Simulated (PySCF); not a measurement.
**Structure from 2D NMR**

Compound of formula C5H5NO. Correlations simulated from computed shifts and couplings:

HSQC (one-bond C–H):
```tsv
δH	δC	¹J(C,H) (Hz)
8.77	153.6	195
7.39	134.3	171
7.31	132.4	177
```

COSY cross peaks (|J| ≥ 2 Hz):
```tsv
δH	δH	abs. J (Hz)	bonds
8.77	7.39	7.8	3
7.39	7.31	8.5	3
```

HMBC (two and three bonds, |J| ≥ 2.5 Hz):
```tsv
δH	δC [abs. J in Hz]
8.77	153.6 [4.5], 134.3 [4.7], 132.4 [7.8]
7.39	153.6 [4.7], 134.3 [9.8]
7.31	153.6 [8.8]
```

- σ from GIAO-HF/pcSseg-2
- geometry from PBE0-D3(BJ)/def2-SVP
- J: B3LYP/pcJ-1 (spin–dipole term only in couplings to heteroatoms)
- program: PySCF 2.14
- non-relativistic, a single conformation, in vacuum, one averaged value for each set of equivalent atoms

Shifts are taken against calculated references (same method and geometry level): ¹H (σ = 31.68 ppm) and ¹³C (σ = 191.47 ppm) vs TMS.

Exchangeable hydrogens are left out of these lists, and C,H couplings along chains are those of one rotamer, so weak HMBC peaks may be missing or extra.

Task: Assemble the structure.

Result: Pyridine-N-Oxide ([O-][n+]1ccccc1).

Structure with atom numbers: `[O-:1][n+:2]1[cH:3][cH:4][cH:5][cH:6][cH:7]1`; H(Xn) means a hydrogen on atom n.

- δC 153.6 is C3/C7, an aromatic CH next to a ring nitrogen (δH 8.77).
- δC 134.3 is C4/C6, an aromatic CH (δH 7.39).
- δC 132.4 is C5, an aromatic CH (δH 7.31).
- COSY links 8.77–7.39, 7.39–7.31.

This is the structure that produced the data.

Unscaled 3J(H,H) at this level run about 10 % above measured values. Shifts are as computed, not scaled to solution data. Of 1211 compounds with measured shifts, 218 miss one by over three times the rms of a fit or turn the order of signals round; such compounds aren't used in these exercises.
